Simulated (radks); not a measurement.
Spherical quantum dot in the effective-mass picture: electrons in a parabolic well V = omega^2 r^2 / 2 with omega = 3.76, all in effective atomic units (hartree* = m*/eps^2 hartree, bohr* = eps/m* bohr), one dielectric constant everywhere. Calculated with a radial shooting solver with Libxc functionals: non-relativistic Kohn-Sham, LDA (Slater exchange, Perdew-Wang correlation), spin-polarised, spherical densities. Levels are named by radial order and angular momentum (1s, 1p, 1d, 2s, ...), and open shells are averaged over m. Results are scaled to m* = 0.067 and eps = 8.4, for which hartree* = 25.84 meV and bohr* = 6.634 nm.

N = 12, configuration 1s2 1p6 1d(up 4, down 0). This is the lowest configuration that the search found. Occupied and some empty levels:

| level | occupation | eigenvalue (meV) | <r> (nm) |
|---|---|---|---|
| 1s up | 1 | 460.63 | 4.590 |
| 1s down | 1 | 464.22 | 4.546 |
| 1p up | 3 | 529.90 | 5.917 |
| 1p down | 3 | 534.73 | 5.898 |
| 1d up | 4 | 603.89 | 6.913 |
| 1d down | 0 | 609.14 | 6.915 |
| 2s up | 0 | 611.90 | 6.268 |
| 2s down | 0 | 615.60 | 6.294 |
| 1f up | 0 | 681.82 | 7.739 |
| 1f down | 0 | 687.00 | 7.755 |
| 2p up | 0 | 693.15 | 7.161 |
| 2p down | 0 | 696.73 | 7.179 |

Energy (meV): total 4781.26, kinetic 1211.3, external 2002.2, Hartree 1838.7, exchange-correlation -270.93.

Electron density:

| r (nm) | n(r) (e/nm^3) |
|---|---|
| 0.572 | 0.005261 |
| 1.21 | 0.005671 |
| 1.85 | 0.006268 |
| 2.48 | 0.006899 |
| 3.12 | 0.007390 |
| 3.76 | 0.007584 |
| 4.40 | 0.007378 |
| 5.03 | 0.006755 |
| 5.67 | 0.005789 |
| 6.31 | 0.004624 |
| 6.95 | 0.003431 |
| 7.58 | 0.002358 |
| 8.22 | 0.001498 |
| 8.86 | 0.0008788 |
| 9.49 | 0.0004753 |
| 10.1 | 0.0002370 |
| 10.8 | 0.0001090 |
| 11.4 | 0.00004626 |
| 12.0 | 0.00001811 |
| 12.7 | 6.477e-06 |
